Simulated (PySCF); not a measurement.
# Configurations of PrN

Unrestricted PBE0; PySCF, spin-free X2C with a Gaussian nucleus, basis sets Pr x2c-SVPall, N x2c-SVPall. The search starts from ions with several 4f fillings and holds each by maximum overlap.

The lowest solution has 2Ms+1 = 3, about 2.3 4f electrons, near 1.74 Å.

Solutions at the starting distance of 2.047 Å, counted from the lowest; the search is not exhaustive:

| 2Ms+1 | 4f population | E (eV) | ⟨S²⟩ | ⟨Lz²⟩ | μ (D) |
| --- | --- | --- | --- | --- | --- |
| 3 | 2.29 | 0.00 | 2.06 | 10.0 | -8.21 |
| 3 | 2.25 | 0.00 | 2.12 | 9.0 | -7.37 |
| 5 | 2.27 | 0.22 | 6.01 | 9.2 | -4.27 |
| 5 | 2.27 | 0.26 | 6.01 | 10.0 | -4.11 |
| 3 | 2.32 | 0.30 | 3.00 | 10.7 | -4.31 |
| 3 | 2.32 | 0.50 | 3.08 | 11.2 | -4.09 |
| 3 | 2.29 | 0.51 | 3.02 | 11.0 | -4.26 |
| 5 | 2.82 | 0.64 | 6.01 | 9.0 | -6.59 |
| 3 | 2.83 | 0.79 | 3.06 | 9.0 | -6.51 |
| 7 | 2.94 | 1.77 | 12.00 | 13.0 | -2.03 |
| 7 | 2.96 | 1.83 | 12.00 | 12.4 | -2.06 |
| 7 | 2.90 | 1.84 | 12.00 | 13.6 | -1.89 |
| 7 | 2.92 | 1.84 | 12.00 | 13.4 | -2.02 |
| 7 | 2.92 | 1.84 | 12.00 | 10.0 | -2.06 |

Partly filled real f orbitals mix terms, so no term symbols are given. A population far from a whole number shows f orbitals mixing with d and ligand orbitals, not a clean configuration. A positive dipole means Pr(−)N(+).

Spin–orbit coupling is left out. The state is the lowest single determinant that the PBE0 search found; with open d or f shells the true ground state can be another one.
